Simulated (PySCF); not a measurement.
C2H10N2Si2, SMILES C(=N\[SiH3])(/[SiH2]N)C. Atoms are numbered in the order given.

```xyz
16

C      0.5344    -1.0918     1.7045
C     -0.0239    -0.3257     0.5272
N      0.6455     0.1238    -0.4611
Si     2.3344     0.1025    -0.9216
Si    -1.9178     0.0071     0.4619
N     -2.0927     1.1315    -0.8279
H      0.0086    -2.0567     1.8079
H      0.3408    -0.5323     2.6357
H      1.6145    -1.2798     1.6179
H      2.7659     1.5225    -1.0470
H      2.4091    -0.5547    -2.2563
H      3.2898    -0.5981    -0.0020
H     -2.3746     0.5342     1.7848
H     -2.6072    -1.3151     0.2861
H     -1.2594     1.1923    -1.4132
H     -2.9521     1.2725    -1.3456
```

Geometry optimised at B3LYP-D3(BJ)/def2-SVP. The structure was generated by enumeration; whether it is a known compound was not checked. Other conformers were not sampled.

All values below come from PBE0/pcSseg-1 (PySCF).

GIAO shieldings, no solvent; atoms listed in one row are averaged. δ = σ(ref) − σ: ¹³C against TMS (σ = 186.3 ppm); ¹⁵N against NH3 (σ = 267.4 ppm); ²⁹Si against TMS (σ = 352.7 ppm); ¹H against TMS (σ = 31.56 ppm), references at their B3LYP-D3(BJ)/def2-TZVP geometries, non-relativistic.

Computed chemical shifts:
```json
[
 {"nucleus": "¹³C", "atoms": "C2", "count": "1", "δ (ppm)": "215.9"},
 {"nucleus": "¹³C", "atoms": "C1", "count": "1", "δ (ppm)": "33.0"},
 {"nucleus": "¹⁵N", "atoms": "N3", "count": "1", "δ (ppm)": "414.8"},
 {"nucleus": "¹⁵N", "atoms": "N6", "count": "1", "δ (ppm)": "-1.5"},
 {"nucleus": "²⁹Si", "atoms": "Si5", "count": "1", "δ (ppm)": "-55.6"},
 {"nucleus": "²⁹Si", "atoms": "Si4", "count": "1", "δ (ppm)": "-71.9"},
 {"nucleus": "¹H", "atoms": "H10, H11, H12", "count": "3", "δ (ppm)": "5.33"},
 {"nucleus": "¹H", "atoms": "H14", "count": "1", "δ (ppm)": "5.17"},
 {"nucleus": "¹H", "atoms": "H13", "count": "1", "δ (ppm)": "5.06"},
 {"nucleus": "¹H", "atoms": "H7, H8, H9", "count": "3", "δ (ppm)": "2.62"},
 {"nucleus": "¹H", "atoms": "H15", "count": "1", "δ (ppm)": "1.44"},
 {"nucleus": "¹H", "atoms": "H16", "count": "1", "δ (ppm)": "0.16"}
]
```
